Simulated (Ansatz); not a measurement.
Kohn–Sham single points on `Cl[SiH][SeH]` radical.

```yaml
crystal:
  periodic: [false, false, false]
  atoms:
    - {symbol: Cl, position_ang: [-2.098530, -0.286133, 0.143861]}
    - {symbol: Si, position_ang: [-0.121807, -0.761218, -0.193904]}
    - {symbol: Se, position_ang: [1.300766, 0.972904, 0.128184]}
    - {symbol: H, position_ang: [0.283787, -1.778051, 0.815916]}
    - {symbol: H, position_ang: [0.685683, 1.778797, -0.935457]}
basis:
  gaussian: {orbitals: def2-TZVPP}
magnetization: {spin_polarized: true, initial_magnetization: 1}
hamiltonian: {xc: {name: wB97M-V}}
output: {forces: true, orbitals: {seedname: orbitals}}
```

```sh
$ ansatz run in.yaml --threads 2 --pin off --events-out ev --progress --plain
```

Output, abridged:

```
Functional definition: wB97M-V
1114 factors; their error is unknown
195 factors; integrals over basis functions are off by at most 3.6e-5 eV
mean field evaluation 1: about -85778.0358 eV, gradient 9.6e0 eV
mean field evaluation 2: about -85778.4633 eV, gradient 6.5e0 eV
mean field evaluation 4: about -85778.6754 eV, gradient 5.1e-1 eV
mean field evaluation 8: about -85778.9421 eV, gradient 2.3e-1 eV
mean field evaluation 16: about -85778.9424 eV, gradient 4.4e-4 eV
mean field -85778.94240577 eV, -3152.3179903564 hartree, gradient 6.4e-5 eV, S^2 0.752404; 0 other end points of the search recorded, 0 dependent functions left out
reference -85778.94244586 eV, -3152.3179918297 hartree; 34, 33 occupied and 126, 127 virtual orbitals, 1114 factors
Total energy: -85778.94244586 eV, -3152.3179918297 hartree
Atom 0 at    -2.098530    -0.286133     0.143861 Å, force    -0.046387     0.028228     0.026943 eV/Å
Atom 1 at    -0.121807    -0.761218    -0.193904 Å, force     0.115707    -0.120986     0.038609 eV/Å
Atom 2 at     1.300766     0.972904     0.128184 Å, force    -0.067178     0.056752    -0.063011 eV/Å
Atom 3 at     0.283787    -1.778051     0.815916 Å, force    -0.044239     0.101086    -0.079022 eV/Å
Atom 4 at     0.685683     1.778797    -0.935457 Å, force     0.042097    -0.065080     0.076481 eV/Å
Dipole moment:     0.123033    -0.013813    -0.125978 e Å
```

It took 8.5 s on 2 threads of a server CPU on a shared host, with 0.76 GiB of host memory at the peak.

The same input with `hamiltonian: {xc: hse06, dispersion: d4}` and no forces (abridged; 2.9 s):

```
Functional definition: HSE06
mean field evaluation 16: about -85768.5533 eV, gradient 2.8e-5 eV
mean field -85768.55329441 eV, -3151.9361975560 hartree, gradient 2.8e-5 eV, S^2 0.753349
Total energy: -85768.67157781 eV, -3151.9405443908 hartree
```

The same input with `hamiltonian: {xc: {name: LC-wPBE}, dispersion: d4}` and no forces (abridged; 2.4 s):

```
WARN the engine holds no damping parameters fitted to this dispersion correction and functional, so the run takes those fitted to pbe0 (hamiltonian.dispersion, under Limitations)
Functional definition: LC-wPBE
mean field evaluation 16: about -85769.0303 eV, gradient 2.6e-4 eV
mean field -85769.03029776 eV, -3151.9537271059 hartree, gradient 3.7e-5 eV, S^2 0.755288
Total energy: -85769.15474763 eV, -3151.9583005543 hartree
```

The same input with `hamiltonian: {xc: pbe0, dispersion: d4}` and no forces (abridged; 2.8 s):

```
Functional definition: PBE0
mean field evaluation 16: about -85768.8562 eV, gradient 3.3e-4 eV
mean field -85768.85622648 eV, -3151.9473301042 hartree, gradient 3.3e-5 eV, S^2 0.753406
Total energy: -85768.98070321 eV, -3151.9519045398 hartree
```

The same input with `hamiltonian: {xc: {name: wB97X-V}}` and no forces (abridged; 7 s):

```
Functional definition: wB97X-V
mean field evaluation 16: about -85774.7069 eV, gradient 4.8e-4 eV
mean field -85774.70688880 eV, -3152.1623379788 hartree, gradient 2.6e-5 eV, S^2 0.753817
Total energy: -85774.70688751 eV, -3152.1623379314 hartree
```

Changing it to `hamiltonian: {xc: {name: CAM-B3LYP}, dispersion: d4}` and no forces (abridged; 3 s):

```
Functional definition: CAM-B3LYP
mean field evaluation 16: about -85787.7672 eV, gradient 1.8e-4 eV
mean field -85787.76722595 eV, -3152.6422965164 hartree, gradient 6.6e-5 eV, S^2 0.753784
Total energy: -85787.89732437 eV, -3152.6470775454 hartree
```

HSE06 is the plane-wave form, built on full-range PBE exchange.

LC-ωPBE has ω = 0.4 bohr⁻¹; the program lends it PBE0's D4 damping.
